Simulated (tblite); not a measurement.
Isomers of C5H11NOSi. Computed values, GFN2-xTB/tblite, gas phase, harmonic and unscaled. This tight-binding method is rough: wavenumbers can miss measured ones by several per cent, in bad cases by 10 to 20. Modes of hydrogen on silicon can be 10 to 20 % off. One conformer each.

Electronic energies: GFN2-xTB at the same geometries; isomer energies are rough at this level and their order can be wrong.

```csv
SMILES,"electronic energy, lowest = 0 (kJ/mol)"
C=CCNC(=O)[SiH2]C,198.0
C#C[Si@](C)(N)COC,321.0
CC(C)(CC#N)O[SiH3],0.0
```

Question: How do GFN2-xTB zero-point energies change the relative energies?

Answer: 
| SMILES | ZPE (kJ/mol) | of it from modes above 1550 cm⁻¹ | electronic (kJ/mol) | with ZPE, lowest = 0 (kJ/mol) | lowest mode (cm⁻¹) | rings |
| --- | --- | --- | --- | --- | --- | --- |
| CC(C)(CC#N)O[SiH3] | 385.3 | 199.6 | 0.0 | 0.0 | 24 | 0 |
| C=CCNC(=O)[SiH2]C | 386.0 | 212.7 | 198.0 | 198.7 | 12 | 0 |
| C#C[Si@](C)(N)COC | 391.9 | 216.6 | 321.0 | 327.5 | 40 | 0 |

The zero-point energies span 6.6 kJ/mol, from `CC(C)(CC#N)O[SiH3]` to `C#C[Si@](C)(N)COC`. The order is unchanged.
